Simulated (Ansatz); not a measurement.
Ansatz (a program for electronic structure) input (PBE-QIDH/def2-TZVPD):

Ansatz 0.2 input:
```yaml
crystal:
  periodic: [false, false, false]
  atoms:
    - {symbol: C, position_ang: [-1.98999128, -0.28781063, -0.82831271]}
    - {symbol: C, position_ang: [-0.74463242, -0.32985788, 0.04380127]}
    - {symbol: C, position_ang: [-0.24376697, 1.04798949, 0.50702473]}
    - {symbol: C, position_ang: [1.21025838, 0.80202882, 0.94960502]}
    - {symbol: C, position_ang: [1.64857115, -0.33727711, 0.08807107]}
    - {symbol: C, position_ang: [0.49638220, -0.94541359, -0.63782898]}
    - {symbol: H, position_ang: [-2.29059113, -1.28995457, -1.14216785]}
    - {symbol: H, position_ang: [-1.80953715, 0.30412060, -1.72972099]}
    - {symbol: H, position_ang: [-2.83252813, 0.16095544, -0.29745637]}
    - {symbol: H, position_ang: [-0.96024080, -0.92566689, 0.93816841]}
    - {symbol: H, position_ang: [-0.86662584, 1.48027973, 1.29152681]}
    - {symbol: H, position_ang: [-0.25854645, 1.73854769, -0.34223434]}
    - {symbol: H, position_ang: [1.24602941, 0.53173360, 2.01626945]}
    - {symbol: H, position_ang: [1.84280474, 1.68976322, 0.84793423]}
    - {symbol: H, position_ang: [2.67140317, -0.67581099, 0.00199220]}
    - {symbol: H, position_ang: [0.50532855, -0.67172214, -1.70590744]}
    - {symbol: H, position_ang: [0.49157750, -2.04020006, -0.61256641]}
basis:
  gaussian:
    orbitals: def2-TZVPD
hamiltonian:
  xc: {name: PBE-QIDH}
magnetization: {spin_polarized: true, initial_magnetization: 1}
correlation: {electrons: outside_noble_gas}
```

End of the output:

```
integrals: 1.16 GiB planned
2245 factors; integrals over basis functions are off by at most 8.7e-4 eV
0.51 GiB of the device are held for the grids
1.84 GiB of device memory are held for the factors and their scratch space
mean field: 3.51 GiB planned
mean field evaluation 1: about -6377.2054 eV, gradient 3.5e1 eV
mean field evaluation 2: about -6377.2450 eV, gradient 3.5e1 eV
mean field evaluation 4: about -6383.5510 eV, gradient 3.4e0 eV
mean field evaluation 8: about -6383.6309 eV, gradient 1.3e-1 eV
mean field evaluation 16: about -6383.6312 eV, gradient 3.7e-4 eV
mean field -6383.63119050 eV, -234.5941192702 hartree, gradient 5.5e-6 eV, S^2 0.759820; 0 other end points of the search recorded, 0 dependent functions left out
6 core orbitals not correlated
reference -6383.63120712 eV, -234.5941198810 hartree; 18, 17 occupied and 297, 298 virtual orbitals, 2245 factors
second order -30.00768066 eV of doubles, -0.00000000 eV of singles
Total energy: -6393.63376734 eV, -234.9617071891 hartree
```

It need not be the lowest isomer of its formula.
